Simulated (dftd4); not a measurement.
silicon atom (Si), triplet; D4 for r2scan (dftd4).

Here is a job for dftd4.
```
$ dftd4 mol.xyz --func r2scan --charge 0 --json dftd4.json --noedisp --property

# file mol.xyz
1

Si     0.00000000     0.00000000     0.00000000
```

**Question.** Write the output that dftd4 gives for this input, abridged.

**Answer.** 
```
                    ____  _____ _____     ____  _  _
      -------------|  _ \|  ___|_   _|---|  _ \| || |------------
     |             | | | | |_    | | ___ | | | | || |_           |
     |             | |_| |  _|   | ||___|| |_| |__   _|          |
     |             |____/|_|     |_|     |____/   |_|            |
     |             ===================================           |
     |            E. Caldeweyher, S. Ehlert & S. Grimme          |
     |          Mulliken Center for Theoretical Chemistry        |
     |                    University of Bonn                     |
      -----------------------------------------------------------

Rational (Becke-Johnson) damping: r2scan-D4-ATM
---------------------
  s6         1.0000
  s8         0.6019
  s9         1.0000
  a1         0.5156
  a2         5.7734
 alp        16.0000
--------------------

Atomic data, radii in Ångström:
------------------------------------------------------
   Z          R(cov)      r4/r2   hardness         EN
------------------------------------------------------
  14 Si       1.3867     2.5839     0.3054     1.9000
------------------------------------------------------

Atomic reference systems (in atomic units):
----------------------------------------------------------------------------
   Z        #      CN     q+Z       C6(AA)   #      CN     q+Z       C6(AA)
----------------------------------------------------------------------------
  14 Si     1  0.0000 14.0000     321.4498   2  0.8915 14.0165     270.4983
            3  1.8234 13.9936     236.2774   4  2.8003 13.9692     228.3542
            5  3.6668 13.9341     158.2713
----------------------------------------------------------------------------

Atomic properties (in atomic units):
----------------------------------------------------------------------------
     #    Z              CN          q      C6(AA)        C8(AA)   alpha(0)
----------------------------------------------------------------------------
     1   14 Si       0.0000    -0.0000    321.3029    22981.7206    38.9386
----------------------------------------------------------------------------

Molecular properties (in atomic units):
----------------------------------------
 molecular C6                 321.3029
 molecular C8               22981.7206
----------------------------------------

Dispersion energy:       0.0000000000000E+00 Eh

[Info] JSON dump of results written to 'dftd4.json'
```
